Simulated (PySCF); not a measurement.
## Electron correlation in Ru²⁺ (ruthenium, charge +2)

[Kr] 4d5 5s1, high-spin 7S determinant (an excited configuration). Computed with PySCF 2.14 in def2-TZVPPD with the def2 core potential (28 electrons) (6s4p3d2f1g, 56 functions), with scalar relativity through the core potential. Frozen: nothing; 14 electrons correlated.

```csv
level,correlation energy (mhartree)
CCSD,-380.24
(T),-8.70
CCSD(T),-388.94
```

Diagnostics: T1 = 0.0048, D1 = 0.0228, largest double amplitude 0.023.

Cost of the coupled-cluster step: roughly 12 core-seconds, for 14 correlated electrons.

Iterations:

```
CC2 = 0
CCSD nocc = (np.int64(10), np.int64(4)), nmo = (56, 56)
frozen orbitals [[], []]
max_cycle = 100
direct = 0
conv_tol = 1e-08
conv_tol_normt = 1e-06
diis_space = 8
diis_start_cycle = 0
Init t2, MP2 energy = -0.377909517561281
Init E_corr(UCCSD) = -0.377909517562721
cycle = 1  E_corr(UCCSD) = -0.375866858973326  dE = 0.00204265859  norm(t1,t2) = 0.0317914
cycle = 2  E_corr(UCCSD) = -0.379910492074712  dE = -0.0040436331  norm(t1,t2) = 0.00554266
cycle = 3  E_corr(UCCSD) = -0.380169945707613  dE = -0.000259453633  norm(t1,t2) = 0.00174366
cycle = 4  E_corr(UCCSD) = -0.380260825629624  dE = -9.0879922e-05  norm(t1,t2) = 0.000254236
cycle = 5  E_corr(UCCSD) = -0.380244490723916  dE = 1.63349057e-05  norm(t1,t2) = 4.2846e-05
cycle = 6  E_corr(UCCSD) = -0.380243642174426  dE = 8.4854949e-07  norm(t1,t2) = 4.22805e-06
cycle = 7  E_corr(UCCSD) = -0.380243863419926  dE = -2.212455e-07  norm(t1,t2) = 9.95895e-07
cycle = 8  E_corr(UCCSD) = -0.380243861282222  dE = 2.13770412e-09  norm(t1,t2) = 1.21637e-07
UCCSD converged
E(UCCSD) = -93.62879625437719  E_corr = -0.3802438612822219
UCCSD(T) correction = -0.00870014994691031
```

The basis has no tight functions for the innermost shells, so their pair energies are far from complete.

This basis was not built for core-valence correlation, so the inner-shell part is incomplete.
